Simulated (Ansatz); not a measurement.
Program: Ansatz. Geometries: PBE0-D4/def2-TZVP. ΔE: electronic, gas phase. CCSD(T)/CBS adds triple-zeta CCSD(T) − MP2 to the extrapolated MP2 energy (def2 sets, frozen cores). This one scheme is used for every species. Double bonds are as drawn, so ΔE can hold a change between cis and trans. Functionals use def2-TZVPP. For Ge outer-core shells are correlated without core-valence functions, which leaves a few kJ/mol of doubt a bond. Scalar relativity is left out up to krypton.

Consider the formal exchange of groups at a C–F bond: `F/C=C1\CS1` + GeH₄ → `[GeH3]/[CH]=C1\CS1` + H–F.

Q: Is it downhill or uphill in electronic energy at CCSD(T)/CBS, and by how much? (Estimate.)

A: Computed: Downhill: ΔE = -95.3 kJ/mol.

Q: What do these levels give: PBE-D4, B2PLYP, PBE0, r2SCANh, BHLYP, CAM-B3LYP, MP2/def2-SVP, CCSD(T)/def2-SVP, HF/def2-TZVPP, MP2/def2-TZVPP, SCS-MP2/def2-TZVPP, HF/CBS(def2)? (Best estimate.)

A: Ansatz gave: PBE-D4 -73.9, B2PLYP -78.4, PBE0 -73.3, r2SCANh -74.8, BHLYP -67.2, CAM-B3LYP -61.7, MP2/def2-SVP -78.3, CCSD(T)/def2-SVP -63.6, HF/def2-TZVPP -64.3, MP2/def2-TZVPP -106.6, SCS-MP2/def2-TZVPP -94.4, HF/CBS(def2) -63.4 kJ/mol.

Largest T1 diagnostic among the species: 0.013.

The D4 term adds −10.4 kJ/mol with B3LYP and −5.9 kJ/mol with PBE0; it sums over pairs of atoms, weighted by their polarisabilities, and B3LYP, whose exchange is more repulsive, gets the larger term. From r2SCAN to r2SCAN0 (25 % exact exchange), in def2-TZVPP and without D4, ΔE moves by −4.4 kJ/mol. In def2-TZVPP, CCSD(T) changes the Hartree–Fock value by −25.7 kJ/mol (the triples alone add −3.1 kJ/mol) and MP2 by −42.2 kJ/mol.

B3LYP here is the variant with VWN-RPA as its local correlation; programs differ in this.
